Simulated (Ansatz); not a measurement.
Reaction R1 → P1 + P2, each structure at its B3LYP-D3(BJ)/def2-TZVP stationary point, reached from a drawn start (curvature not checked).
R1, Cl3Zr (SMILES [Cl][Zr]([Cl])[Cl]) (charge 0, multiplicity 2):
```xyz
4

Zr     0.0001     0.0000     0.0000
Cl     2.3437    -0.0099    -0.0091
Cl    -1.1633     2.0345    -0.0018
Cl    -1.1803    -2.0246     0.0110
```
P1, Cl2Zr (SMILES [Cl][Zr][Cl]) (charge 0, multiplicity 1):
```xyz
3

Zr     0.0031     0.0042    -0.6562
Cl     2.0944    -0.0059     0.3378
Cl    -2.0974     0.0017     0.3184
```
P2: Cl atom, charge 0, multiplicity 2.

P less R. No zero-point or thermal terms; singlets are restricted closed shells; open shells are unrestricted; no spin–orbit coupling. The spin states of the d-block species are the ones drawn and need not be the lowest.

Correlated levels freeze the cores.

Programs: Ansatz (Gaussian orbitals). Each number belongs to the level named beside it. Elements past Kr take the def2 small-core potentials, without spin–orbit coupling.

PBE/def2-TZVPP gives 576.4 kJ/mol for the reaction energy.

### Question
Predict the shift from PBE, with its sign, for: r2SCAN/def2-TZVPP, PBE0/def2-TZVPP, wB97M-V/def2-TZVPP, B2PLYP/def2-TZVPP, MP2/def2-QZVPP, CCSD(T)/def2-QZVPP.

### Answer
r2SCAN/def2-TZVPP 34.1; PBE0/def2-TZVPP 1.1; wB97M-V/def2-TZVPP -21.0; B2PLYP/def2-TZVPP -14.8; MP2/def2-QZVPP 14.9; CCSD(T)/def2-QZVPP -33.7 kJ/mol. 3 of 6 lie above PBE; the widest gap is to r2SCAN/def2-TZVPP.

Ansatz is a program for electronic structure.
